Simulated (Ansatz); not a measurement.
Saddle point of CH$_{7}$ClGe, closed shell (CH₆Ge ([CH3][GeH3]) + HCl → GeH₃Cl ([Cl][GeH3]) + CH₄; bonds formed: Ge1–Cl7, C2–H6; bonds broken: Ge1–C2, H6–Cl7), PBE0-D4/def2-TZVP structure:

| atom | x (Å) | y (Å) | z (Å) |
| --- | --- | --- | --- |
| Ge1 | -0.4010 | 0.4015 | -0.9999 |
| C2 | 0.3768 | -0.8078 | 0.7282 |
| H3 | -1.8407 | 0.8566 | -0.8164 |
| H4 | 0.6633 | 1.2688 | -1.6548 |
| H5 | -0.4205 | -0.9702 | -1.7326 |
| H6 | 0.1993 | 0.4225 | 0.8029 |
| Cl7 | -0.0215 | 2.1900 | 1.0125 |
| H8 | -0.4777 | -1.4810 | 0.7303 |
| H9 | 1.2182 | -1.2019 | 0.1622 |
| H10 | 0.7038 | -0.6784 | 1.7678 |

Energies are electronic, without zero-point energy. Barriers and step energies count from the start structure reached by relaxing down the imaginary mode; all methods use the PBE0-D4 structures, on which another method's saddle can fall below an end. Program: Ansatz 0.2.0. Basis: def2-TZVPP, with def2-QZVPP for the basis limit. Cores are frozen in the correlated methods. Filled d shells of the heavier atoms are correlated. The def2 sets are not built for correlating such inner shells, so the correlated values are less sure here. B3LYP uses VWN-RPA correlation. Extrapolation: Hartree–Fock as exp(−7.88 √X), correlation as X^−2.97.

```
      method  barrier (eV)  step energy (eV)
       SPW92         1.382            -0.732
      PBE-D4         1.584            -0.851
     BLYP-D4         1.712            -0.896
   r2SCAN-D4         1.662            -0.916
      B97M-V         1.817            -0.950
     PBE0-D4             ?            -0.886
    B3LYP-D4         1.810            -0.922
  r2SCAN0-D4         1.757            -0.928
    BHLYP-D4         1.943            -0.977
CAM-B3LYP-D4         1.900            -0.910
     wB97X-V             ?            -0.917
     wB97M-V         1.832            -0.909
      B2PLYP         1.903            -0.926
    PBE-QIDH         1.841            -0.899
  RPA on PBE         2.030            -0.832
          HF             ?            -1.118
         MP2         1.917            -0.859
        CCSD         2.073            -0.864
     CCSD(T)         1.992            -0.842
```

**Question.** Fill in the withheld barriers. (To be estimated.)

**Answer.** Computed: wB97X-V 1.887; PBE0-D4 1.713; HF 2.304 eV. Each is the energy of the saddle less that of the start structure, by the same method.

For comparison, the barrier by CCSD(T) at an estimated basis limit (MP2 extrapolated from triple and quadruple zeta, plus CCSD(T) − MP2 in triple zeta) is 1.899 eV.

T1 diagnostic: at most 0.011. The end structure is not quite a true minimum (one mode of 26i cm⁻¹).

Labels in which every atom is bracketed show which atoms are joined, not bond orders.

For scale, one of the runs: CCSD(T)/def2-TZVPP, 219 basis functions (an equivalent command: `ansatz run in.yaml --threads 4`). Hardware: 4 CPU threads, shared host. Wall time 72 s; peak host memory 3.2 GiB.
